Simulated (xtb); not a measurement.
Cl₂ (SMILES ClCl), singlet, from a rough starting geometry; GFN2-xTB run with xtb 6.7.1.

Here is a job for xtb.
```
$ xtb mol.xyz --gfn 2 --opt vtight --json

# file mol.xyz
2

Cl    -0.00412028    -0.01645686     0.98052066
Cl     0.01490396     0.01298493    -1.00797693
```

The log (banner, timings and long lists left out):

```
   ID    Z sym.   atoms
    1   17 Cl     1, 2

           -------------------------------------------------
          |                Calculation Setup                |
           -------------------------------------------------

           -------------------------------------------------
          |                 G F N 2 - x T B                 |
           -------------------------------------------------

          ...................................................
          :                      SETUP                      :
          :.................................................:
          :  # basis functions                  20          :
          :  # atomic orbitals                  18          :
          :  # shells                            6          :
          :  # electrons                        14          :
          :  max. iterations                   250          :
          :  Hamiltonian                  GFN2-xTB          :
          :  restarted?                      false          :
          :  GBSA solvation                  false          :
          :  PC potential                    false          :
          :  electronic temp.          300.0000000     K    :
          :  accuracy                    1.0000000          :
          :  -> integral cutoff          0.2500000E+02      :
          :  -> integral neglect         0.1000000E-07      :
          :  -> SCF convergence          0.1000000E-05 Eh   :
          :  -> wf. convergence          0.1000000E-03 e    :
          :  Broyden damping             0.4000000          :
          :  net charge                          0          :
          :  unpaired electrons                  0          :
          ...................................................

 iter      E             dE          RMSdq      gap      omega  full diag
   1     -9.0797062 -0.907971E+01  0.110E+01    3.68       0.0  T
   2     -9.0798071 -0.100927E-03  0.647E+00    3.63       1.0  T
   3     -9.0798895 -0.823813E-04  0.225E-01    3.54       1.0  T
   4     -9.0798971 -0.754020E-05  0.973E-02    3.54       1.0  T
   5     -9.0798988 -0.175790E-05  0.456E-03    3.53      15.5  T
   6     -9.0798988 -0.701714E-10  0.311E-04    3.53     227.6  T
   7     -9.0798988 -0.461853E-13  0.136E-07    3.53  100000.0  T

   *** convergence criteria satisfied after 7 iterations ***

         :::::::::::::::::::::::::::::::::::::::::::::::::::::
[...]
         :: total energy              -9.079079824200 Eh    ::
 * total energy  :    -9.0790798 Eh     change       -0.5329071E-14 Eh
 * total energy  :    -9.0793279 Eh     change       -0.2480972E-03 Eh
 * total energy  :    -9.0793291 Eh     change       -0.1162431E-05 Eh
 * total energy  :    -9.0793293 Eh     change       -0.2630828E-06 Eh
 * total energy  :    -9.0793293 Eh     change       -0.3424816E-11 Eh
   *** GEOMETRY OPTIMIZATION CONVERGED AFTER 5 ITERATIONS ***
         :: total energy              -9.079329346889 Eh    ::
[...]
        12                         -0.0212764              -0.5790
        13                         -0.0196039              -0.5334
        14                         -0.0196039              -0.5334
        15                         -0.0129309              -0.3519
        16                         -0.0129309              -0.3519
        17                         -0.0094753              -0.2578
        18                          0.0895251               2.4361
      -------------------------------------------------------------
                  HL-Gap            0.1238403 Eh            3.3699 eV
             Fermi-level           -0.3788361 Eh          -10.3087 eV

     #   Z          covCN         q      C6AA      α(0)
     1  17 Cl       0.975     0.000    99.206    15.238
     2  17 Cl       0.975    -0.000    99.206    15.238

 Mol. C6AA /au·bohr⁶  :        396.823374
 Mol. C8AA /au·bohr⁸  :      16556.884334
 Mol. α(0) /au        :         30.476061

Wiberg/Mayer (AO) data.
largest (>0.10) Wiberg bond orders for each atom

 ---------------------------------------------------------------------------
     #   Z sym  total        # sym  WBO       # sym  WBO       # sym  WBO
 ---------------------------------------------------------------------------
     1  17 Cl   1.057 --     2 Cl   1.057
     2  17 Cl   1.057 --     1 Cl   1.057
 ---------------------------------------------------------------------------

Topologies differ in total number of bonds
Writing topology from bond orders to xtbtopo.mol

molecular dipole:
                 x           y           z       tot (Debye)
 q only:       -0.000      -0.000       0.000
   full:        0.000      -0.000      -0.000       0.000
molecular quadrupole (traceless):
                xx          xy          yy          xz          yz          zz
 q only:        0.000      -0.000       0.000       0.000      -0.000      -0.000
  q+dip:        0.278      -0.000       0.278       0.008       0.012      -0.557
   full:       -0.576       0.000      -0.575      -0.017      -0.026       1.151

optimized geometry written to: xtbopt.xyz

           -------------------------------------------------
          | TOTAL ENERGY               -9.079329346889 Eh   |
          | GRADIENT NORM               0.000000000862 Eh/α |
          | HOMO-LUMO GAP               3.369866749628 eV   |
           -------------------------------------------------

normal termination of xtb
```
